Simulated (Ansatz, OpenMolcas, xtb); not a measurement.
GeH3O (SMILES [O][GeH3]): methods side by side

GeH3O has 5 atoms, charge 0, and is taken as a doublet. As SMILES, `[O][GeH3]`. Geometry: relaxed at PBE0-D4/def2-TZVP.

Quantity: the vertical ionisation energy (to the singlet cation), in eV. The values are calculated.

| level | kind | program | value (eV) | CPU time (all runs) |
| --- | --- | --- | --- | --- |
| GFN2-xTB | semi-empirical | xtb | 15.41 | under 2 s |
| GFN1-xTB | semi-empirical | xtb | 16.37 | under 2 s |
| UHF/def2-TZVP | Hartree–Fock | OpenMolcas | 13.14 | 53 s |
| USVWN5/def2-TZVP | LDA | OpenMolcas | 12.04 | 2.1 min |
| UBLYP/def2-TZVP | GGA | OpenMolcas | 11.97 | 2.6 min |
| U-r2SCAN/def2-TZVP | meta-GGA | OpenMolcas | 12.58 | 2.5 min |
| UB3LYP/def2-TZVP | global hybrid | OpenMolcas | 12.62 | 1.8 min |
| UM06-2X/def2-TZVP | hybrid meta-GGA | OpenMolcas | 12.98 | 2.6 min |
| FCI/STO-3G | exact in the basis | Ansatz | 8.56 | 5.9 min |

All-electron rows without a relativistic Hamiltonian named are non-relativistic. The values span 8.56 to 16.37 eV. The xTB values lack the empirical shift that such differences need. High-level rows in very small sets aren't better than simpler rows in larger ones. Times are those of the runs behind each value, whatever else they computed, on shared processors of several kinds: orders of magnitude only.
